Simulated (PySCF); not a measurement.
Isomers C7H10P2:

A. SMILES P1=CC(C(C)C)=PC=C1
B. `CC(C)c1cpcpc1`
C. `CCc1ccpc(C)p1`
D. SMILES C(C)c1cpc(C)cp1

Spectrum 1. 1H NMR (400 MHz, computed): δ 9.33 (m, 1H), 8.17 (m, 1H), 3.38 (m, 3H), 3.15 (m, 2H), 1.31 (t, 3H). 13C{1H} NMR (computed): δ 220.9 (C), 187.9 (C), 164.1 (CH), 136.5 (CH), 39.7 (CH2), 31.2 (CH3), 25.9 (CH3).

Spectrum 2. 1H NMR (400 MHz, computed): δ 9.64 (m, 1H), 9.45 (m, 1H), 3.15 (m, 2H), 3.02 (m, 3H), 1.36 (t, 3H). 13C{1H} NMR (computed): δ 186.8 (C), 178.5 (C), 168.7 (CH), 166.4 (CH), 41.1 (CH2), 29.6 (CH3), 26.2 (CH3).

Spectrum 3. 1H NMR (400 MHz, computed): δ 10.79 (m, 1H), 9.22 (m, 2H), 2.78 (sept, 1H), 1.39 (d, 6H). 13C{1H} NMR (computed): δ 192.2 (CH), 160.1 (CH), 158.2 (C), 47.1 (CH), 27.0 (CH3).

Spectrum 4. 1H NMR (400 MHz, computed): δ 9.72 (m, 1H), 9.71 (m, 1H), 9.63 (m, 1H), 3.45 (m, 1H), 1.44 (d, 6H). 13C{1H} NMR (computed): δ 194.2 (C), 169.4 (CH), 164.4 (CH), 162.1 (CH), 44.2 (CH), 27.7 (CH3).

[PySCF: geometry: GFN2-xTB; PBE0/pcSseg-1 with gauge-including orbitals; a single conformation; in vacuum; one averaged value for each set of equivalent atoms; relativity neglected]

Shifts are taken against calculated references (same method and geometry level): 1H, 13C vs TMS. Splittings of carbon signals by F and P are missing where no couplings were computed. Where no couplings were computed, multiplicities follow the n + 1 count of equivalent neighbours, and m marks all less simple cases (inequivalent or close neighbours, rings, F or P nearby). Shifts are as computed. Against solution values, carbons near 30 ppm lie about +3 ppm off and those near 130 ppm about +5 ppm. Of 1211 compounds with measured shifts, 218 miss one by over three times the rms of a fit or turn the order of signals round; such compounds aren't used in these exercises.

Which spectrum belongs to which compound?

Answers

1–C, 2–D, 3–B, 4–A.

- Spectrum 1 (C): 7 13C signals; δC 136.5 is an aromatic CH; δC 39.7 is an sp3 CH2 on an aromatic ring.
- Spectrum 2 (D): 7 13C signals; δC 41.1 is an sp3 CH2 on an aromatic ring; δC 29.6 is a methyl carbon on an aromatic ring.
- Spectrum 3 (B): 5 13C signals; δC 47.1 is an sp3 CH on an aromatic ring; δC 27.0 is a methyl carbon.
- Spectrum 4 (A): 6 13C signals; δC 44.2 is an sp3 CH on an aromatic ring; δC 27.7 is a methyl carbon.
